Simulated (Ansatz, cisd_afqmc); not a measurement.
Species: Bi, charge 1, triplet.

Total energies in def2-SVPD, 4 correlated electrons, 9 frozen orbitals. Open shells are spin-unrestricted; no spin-orbit coupling. Cores are frozen in correlated methods (noble-gas shells, and filled d and f shells in the p block). Past Kr the def2 sets carry scalar-relativistic core potentials. The Monte Carlo rows (phaseless AFQMC, CISD trial, step 0.005/hartree) carry one-sigma bars that omit the constraint's bias. Outlying blocks are dropped, and bars are widened where a walk drifts. Over all cases where full CI ran beside it in this data, AFQMC minus full CI had a median of +0.1 mEh and passed +0.4 mEh in a tenth of the cases. Spin-orbit terms, left out, reach several kcal/mol for Br and I, and more for heavier atoms.

```
method         program         energy (Eh)  minus CCSDTQ (mEh)
----------  ----------  ------------------  ------------------
HF              Ansatz          -213.28887               39.47
MP2             Ansatz          -213.31756               10.78
CCSD            Ansatz          -213.32788                0.46
CCSD(T)         Ansatz          -213.32822                0.13
CCSDT(Q)        Ansatz          -213.32834                0.00
CCSDTQ          Ansatz          -213.32834                0.00
AFQMC/CISD  cisd_afqmc  -213.3284 ± 0.0001           0.0 ± 0.1
```

Ansatz is an electronic-structure program.
